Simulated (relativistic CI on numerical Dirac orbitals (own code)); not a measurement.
**Calculated levels, Re VI**

These numbers are calculated, not measured: Dirac-Coulomb-Breit CI, orbitals from a KLI potential per configuration, QED by a radiative potential, valence Slater integrals scaled by 0.85, P86 correlation energy added to each configuration (own radial code, finite nucleus).

Configuration list (outside the closed core [Kr] 4d10 4f14 5s2): 5p⁶5d², 5p⁶5d6s, 5p⁶5d5f, 5p⁶5d6p, 5p⁶6s², 5p⁶5d5g, 5p⁵5d³, 5p⁶5f², 5p⁶6s6p, 5p⁶5d6d, 5p⁶5d7s, 5p⁶5d7p, 5p⁶6p², 5p⁶5d6f, 5p⁶5g². Double excitations out of closed p, d and f shells are left out; levels of such configurations are missing from the list, as are those of other unlisted configurations, and high levels can miss mixing partners.

The lowest level is 5p⁶5d² ³F2, with 89 % of that term; Hund's rules for 5p⁶5d² give ³F with J = 2, in agreement.

```
No.  Configuration  Term  J   E (eV)    %  jj configuration (%)
  1         5p⁶5d²    ³F  2   0.0000   89          5d3/2^2 (92)
  2         5p⁶5d²    ³F  3   0.9318  100     5d3/2 5d5/2 (100)
  3         5p⁶5d²    ³F  4   1.7026   89      5d3/2 5d5/2 (51)
  4         5p⁶5d²    ³P  0   1.7564   92          5d3/2^2 (84)
  5         5p⁶5d²    ¹D  2   1.9957   52      5d3/2 5d5/2 (89)
  6         5p⁶5d²    ³P  1   2.2968  100     5d3/2 5d5/2 (100)
  7         5p⁶5d²    ¹G  4   3.2044   89          5d5/2^2 (51)
  8         5p⁶5d²    ³P  2   3.2852   60          5d5/2^2 (96)
  9         5p⁶5d²    ¹S  0   5.9762   92          5d5/2^2 (84)
 10        5p⁶5d6s    ³D  1  12.1476  100        5d3/2 6s (100)
 11        5p⁶5d6s    ³D  2  12.3869   86         5d3/2 6s (91)
 12        5p⁶5d6s    ³D  3  13.3612  100        5d5/2 6s (100)
 13        5p⁶5d6s    ¹D  2  14.1301   85         5d5/2 6s (91)
 14        5p⁶5d6p   ³F°  2  20.6664   68      5d3/2 6p1/2 (99)
 15        5p⁶5d6p   ³D°  1  21.1160   71      5d3/2 6p1/2 (94)
 16        5p⁶5d6p   ³D°  2  22.1359   50      5d5/2 6p1/2 (95)
 17        5p⁶5d6p   ³F°  3  22.2346   65      5d5/2 6p1/2 (91)
 18        5p⁶5d6p   ³D°  2  22.8929   38      5d3/2 6p3/2 (96)
 19        5p⁶5d6p   ³D°  3  23.3763   42      5d3/2 6p3/2 (81)
 20        5p⁶5d6p   ³P°  1  23.4611   63      5d3/2 6p3/2 (96)
 21        5p⁶5d6p   ³P°  0  23.6783  100     5d3/2 6p3/2 (100)
 22        5p⁶5d6p   ³F°  4  24.3121  100     5d5/2 6p3/2 (100)
 23        5p⁶5d6p   ³P°  2  24.4678   66      5d5/2 6p3/2 (93)
 24        5p⁶5d6p   ¹F°  3  24.6659   65      5d5/2 6p3/2 (83)
 25        5p⁶5d6p   ¹P°  1  25.1739   66      5d5/2 6p3/2 (97)
 26         5p⁶6s²    ¹S  0  25.5355   98           closed (98)
 27        5p⁶6s6p   ³P°  0  32.7957   99         6s 6p1/2 (99)
 28        5p⁶6s6p   ³P°  1  33.3560   92         6s 6p1/2 (84)
 29        5p⁶5d6d    ³G  3  34.9439   60      5d3/2 6d3/2 (93)
 30        5p⁶5d6d    ³D  1  34.9510   69      5d3/2 6d3/2 (97)
```

Energies count from the lowest computed level; ° marks odd parity. Filled j subshells are mostly left out of the jj labels.

The mean weight of the leading LS term, summed over parents, in these 30 levels is 78 %, and that of the leading jj configuration (from the same eigenvectors) 91 %, so jj coupling describes them better and the LS labels are nominal.

At this charge configurations can still be misplaced by up to about 7 % of their energy. Levels and lines within the n = 5 or 6 shells can be off by up to 10 % or somewhat more, and those that change n by about 2 %, since core polarisation is missing. Levels that differ in their count of f electrons can be misplaced by several ten thousand cm⁻¹, since the correlation energy of f electrons is missing or only estimated; rates across such gaps can be off by orders of magnitude.

Landé's interval rule says that E(J) − E(J−1) = AJ with one A. For the ground term the intervals give A = 2505.1, 1554.2 cm⁻¹ for J = 3, 4; the multiplet is regular.

LS names give the leading component of a level, which can be under half, so a name can repeat, a term be missing and a line seem to break the LS rules.
